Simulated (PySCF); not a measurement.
Compound: GeH3(NHiPr), C3H11GeN.
Bonds: Ge1–N5, N5–C6, C6–C7, C6–C8. Hydrogens: H2, H3, H4 on Ge1; H9 on N5; H10 on C6; H11, H12, H13 on C7; H14, H15, H16 on C8.

The computed photoelectron lines, unassigned: C 1s: 290.38 (area 2), 291.37 (area 1) eV; N 1s: 403.98 eV.

Method used: delta-SCF UKS SCAN, pcX-2 on the ionised atom, pcseg-1 elsewhere, spin-free X2C in PySCF. Geometry: PBE0-D3(BJ)/def2-SVP, one conformer, isolated molecule.

Question: Which carbon gives which C 1s line?

Answer: 290.38 eV: C7/C8 (carbon bonded to C and 3 H); 291.37 eV: C6 (carbon bonded to 2 C, N and H). The listed C 1s values span 0.99 eV, from C7/C8 (bonded to C and 3 H) to C6 (bonded to N, 2 C and H).

Bonded neighbours of each site: N5: C, H and Ge; C6: N, 2 C and H; C7/C8: C and 3 H.

Question: Which photon energy gives electrons from N 1s of N5 a kinetic energy of 100 eV, and what is their de Broglie wavelength?

Answer: hν = 403.98 + 100 = 503.98 eV, recoil neglected; λ = 12.264 Å/√(E/eV) = 1.23 Å.

One atom of each set of topologically equivalent atoms was ionised and stands for the set; in this conformer not all members are related by symmetry, and their own values weren't computed. No level of germanium is listed.
